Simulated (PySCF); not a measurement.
Molecular orbitals of BeN

TPSS at R = 1.624 Å; basis Be aug-pcseg-1, N aug-pcseg-1; no relativity; PySCF 2.14. State: ⁴Σ⁻ (quartet), unpaired electrons σ ↑, π ↑↑. Only the outer orbitals are listed, counted within each symmetry.

```csv
spin,orbital,occ.,ε (eV),on Be (%),main shells (%)
α,3σ,1,-20.22,0,97 N s
α,1π,1,-8.22,6,94 N p
α,1π,1,-8.22,6,94 N p
α,4σ,1,-8.20,18,"76 N p, 15 Be s"
α,5σ,1,-5.30,92,"64 Be s, 28 Be p"
α,2π,0,-1.55,104,104 Be p
α,2π,0,-1.55,104,104 Be p
β,3σ,1,-17.14,1,96 N s
β,4σ,1,-7.13,16,"77 N p, 12 Be s"
β,1π,0,-4.60,18,"80 N p, 18 Be p"
β,1π,0,-4.60,18,"80 N p, 18 Be p"
β,5σ,0,-4.13,87,"53 Be s, 34 Be p"
```

Q: Which are the highest filled and the lowest empty level, where do they sit, and how wide is the gap?

A: Highest filled α 5σ at -5.30 eV (in %: 64 Be s, 28 Be p); lowest empty β 1π at -4.60 eV (in %: 80 N p, 18 Be p); the gap at TPSS is 0.70 eV.

```json
{
 "bond order (Mayer)": "0.72",
 "⟨S²⟩": "3.755",
 "charge on Be (Mulliken, basis-dependent)": "0.63",
 "charge on Be (Löwdin, basis-dependent)": "0.48",
 "dipole moment (positive dipole means Be(−)N(+))": "-1.21 D"
}
```

Shares are Mulliken populations and can fall outside 0 to 100 %.

The state was picked by a PBE0 search and need not be the measured ground state.
